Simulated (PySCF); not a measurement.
**Zr²²⁺ (zirconium, charge +22): Hartree-Fock from Schrödinger to Dirac-Coulomb-Breit**

Occupied: 1s1/2, 2s1/2, 2p1/2, 2p3/2, 3s1/2, 3p1/2, 3p3/2. Hartree-Fock calculated with PySCF 2.14 in an even-tempered Gaussian basis (21 s from 1.2 bohr⁻², ratio 2.3; 16 p from 1.4 bohr⁻², ratio 2.3), Gaussian nucleus throughout. NR is non-relativistic, sf-X2C the spin-free one-electron X2C Hamiltonian, X2C adds the bare one-electron spin-orbit term, X2C-SNSO screens it by Boettger's factors, DC is four-component Dirac-Coulomb, and the Gaunt and Breit terms are added at first order (total energies over the DC spinors, levels after relaxing the spinors in that mean field). QED terms are absent. Levels marked empty are virtual spinors of this ion; the basis has s and p functions only, so 3d, which can lie below the n = 4 levels, is absent.

| Hamiltonian | E (hartree) | E − E(DC) (hartree) | CPU seconds |
| --- | --- | --- | --- |
| NR | -3248.3620 | 58.4291 | 0.8 |
| sf-X2C | -3305.7325 | 1.0585 | 0.48 |
| X2C | -3306.1235 | 0.6675 | 0.74 |
| X2C-SNSO | -3306.0846 | 0.7064 | 0.74 |
| DC | -3306.7910 | 0.0000 | 31 |
| DC+Gaunt | -3304.6017 | 2.1893 | 54 |
| DC+Breit | -3304.8098 | 1.9812 | 160 |

```
   level (eV)        NR    sf-X2C       X2C  X2C-SNSO        DC  DC+Gaunt  DC+Breit
        1s1/2  -18617.8  -19011.1  -19010.3  -19010.4  -19022.9  -18989.5  -18991.8
        2s1/2   -3383.0   -3479.9   -3479.7   -3479.7   -3481.0   -3478.1   -3478.2
        2p1/2   -3172.7   -3197.8   -3261.1   -3257.8   -3258.1   -3253.1   -3253.6
        2p3/2   -3172.7   -3197.8   -3168.1   -3169.6   -3170.6   -3167.0   -3167.5
        3s1/2   -1173.5   -1198.1   -1198.0   -1198.0   -1198.3   -1197.7   -1197.8
        3p1/2   -1090.6   -1098.7   -1112.3   -1111.6   -1111.6   -1110.6   -1110.7
        3p3/2   -1090.6   -1098.7   -1092.3   -1092.6   -1092.8   -1092.1   -1092.2
4s1/2 (empty)   -543.24   -551.64   -551.63   -551.63   -551.72   -551.51   -551.54
4p1/2 (empty)   -514.36   -517.57   -521.85   -521.63   -521.64   -521.30   -521.35
4p3/2 (empty)   -514.36   -517.57   -515.54   -515.64   -515.70   -515.46   -515.51
```

```tsv
interval (eV)	X2C	X2C-SNSO	DC	DC+Gaunt	DC+Breit
2p3/2 − 2p1/2	93.03	88.25	87.52	86.08	86.08
3p3/2 − 3p1/2	19.96	18.94	18.79	18.48	18.48
4p3/2 − 4p1/2	6.306	5.983	5.942	5.841	5.841
```

Weight of the small component: 1s1/2 0.0212, 2s1/2 0.00441, 2p1/2 0.00437, 2p3/2 0.00424, 3s1/2 0.00144, 3p1/2 0.00139, 3p3/2 0.00136, 4s1/2 0.000607, 4p1/2 0.000587, 4p3/2 0.000578.

Koopmans' value for the highest occupied level at DC+Breit: 1092.2 eV, against an ionisation energy of 1092 ± 3 eV (semi-empirical (NIST evaluation); NIST Atomic Spectra Database, ionization energies); the former lacks relaxation, correlation, QED and recoil.

The whole ladder took 250 s of wall time on 1 thread of Neoverse-N1 (shared host), launched as `OMP_NUM_THREADS=1 python relrun2.py TASK.json OUT` (a driver that calls PySCF for each Hamiltonian).

Dirac-Coulomb iterations, started from the X2C spinors:

```
with_ssss True, with_gaunt False, with_breit False
light speed = 137.03599967994
init E= -3301.67897391558
cycle= 1 E= -3306.79086413878  delta_E= -5.11  |g|= 0.541  |ddm|= 0.0504
cycle= 2 E= -3306.79102425341  delta_E= -0.00016  |g|= 0.0114  |ddm|= 0.00704
cycle= 3 E= -3306.79102508275  delta_E= -8.29e-07  |g|= 0.000843  |ddm|= 0.000801
cycle= 4 E= -3306.79102508781  delta_E= -5.06e-09  |g|= 4.45e-06  |ddm|= 5.71e-05
```
